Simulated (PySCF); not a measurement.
Species: C4H11GeN.
Cartesian coordinates in Å at the PBE0-D3(BJ)/def2-SVP level; atoms count from 1:
```xyz
17
C4H11GeN angstrom
N      1.9821    1.0959    0.7285
C      1.4699    0.1939   -0.2826
C     -0.0457    0.2680   -0.3619
C     -0.8072   -0.2076    0.9063
Ge    -2.2518   -0.8471   -0.2803
C     -0.6926   -0.6035   -1.4672
H      1.6432    0.8134    1.6470
H      2.9974    1.0449    0.7745
H      1.7499   -0.8750   -0.1360
H      1.8881    0.4887   -1.2610
H     -0.3128    1.3243   -0.5393
H     -0.3070   -1.0709    1.3784
H     -1.0041    0.5542    1.6728
H     -3.4016    0.1551   -0.5006
H     -2.8283   -2.2620   -0.0692
H     -0.7978   -0.1348   -2.4551
H     -0.1607   -1.5625   -1.5853
```

The calculation used core-valence-separated Tamm–Dancoff BHandHLYP/aug-pcX-1 (pcseg-1 on H, def2-SVPD on Ge) in PySCF, non-relativistic, gas phase, PBE0-D3(BJ)/def2-SVP geometry. No empirical shift is added; at this level the pattern usually sits a few eV under experiment.

The lowest roots of each edge with f over 0.003 (five at most, numbered afresh; weaker and dark ones are left out), with transition dipoles (au) in the frame of the coordinates:

```tsv
root	edge	E (eV)	μx	μy	μz
1	C	284.79	-0.0810	-0.0287	0.0026
2	C	285.47	-0.0329	0.0031	-0.0446
3	C	285.50	-0.0349	0.0114	0.0391
4	C	285.85	0.0096	-0.0573	-0.0101
5	C	285.87	-0.0159	0.0522	-0.0269
6	N	399.11	0.0242	-0.0082	0.0244
7	N	400.09	0.0456	0.0090	-0.0318
8	N	400.97	-0.0089	0.0233	0.0162
9	N	401.01	-0.0033	0.0144	-0.0127
10	N	401.60	0.0135	0.0084	-0.0120
```

Task: What are the oscillator strengths?

Result: f = (2/3) ΔE |μ|², with ΔE in hartree (27.2114 eV):

```json
{"root": "1", "ΔE (Eh)": "10.4659", "|μ|² (au)": "0.007391", "f": "0.052", "core hole on": "C4 + C6"}
{"root": "2", "ΔE (Eh)": "10.4909", "|μ|² (au)": "0.003081", "f": "0.022", "core hole on": "C4"}
{"root": "3", "ΔE (Eh)": "10.4921", "|μ|² (au)": "0.002877", "f": "0.020", "core hole on": "C6"}
{"root": "4", "ΔE (Eh)": "10.5048", "|μ|² (au)": "0.003477", "f": "0.024", "core hole on": "C4/C6"}
{"root": "5", "ΔE (Eh)": "10.5054", "|μ|² (au)": "0.003701", "f": "0.026", "core hole on": "C4/C6"}
{"root": "6", "ΔE (Eh)": "14.6671", "|μ|² (au)": "0.001248", "f": "0.012", "core hole on": "N1"}
{"root": "7", "ΔE (Eh)": "14.7031", "|μ|² (au)": "0.003172", "f": "0.031", "core hole on": "N1"}
{"root": "8", "ΔE (Eh)": "14.7354", "|μ|² (au)": "0.000885", "f": "0.009", "core hole on": "N1"}
{"root": "9", "ΔE (Eh)": "14.7368", "|μ|² (au)": "0.000380", "f": "0.004", "core hole on": "N1"}
{"root": "10", "ΔE (Eh)": "14.7585", "|μ|² (au)": "0.000397", "f": "0.004", "core hole on": "N1"}
```

Task: Molecules are fixed in this frame and the field points along (1, 0, −1)/√2. What effective strengths 3 f cos²θ do the roots have (θ between field and μ)?

Result: root 1 (C4 + C6): 0.073, root 2 (C4): 0.001, root 3 (C6): 0.058, root 4 (C4/C6): 0.004, root 5 (C4/C6): 0.001, root 6 (N1): 0.000, root 7 (N1): 0.088, root 8 (N1): 0.009, root 9 (N1): 0.001, root 10 (N1): 0.010. Root 7 is the strongest. Averaged over all orientations cos²θ is 1/3, which gives f back.

 Relativistic effects, spin–orbit coupling among them, are left out although an element past zinc is present.

One conformer stands for the species.
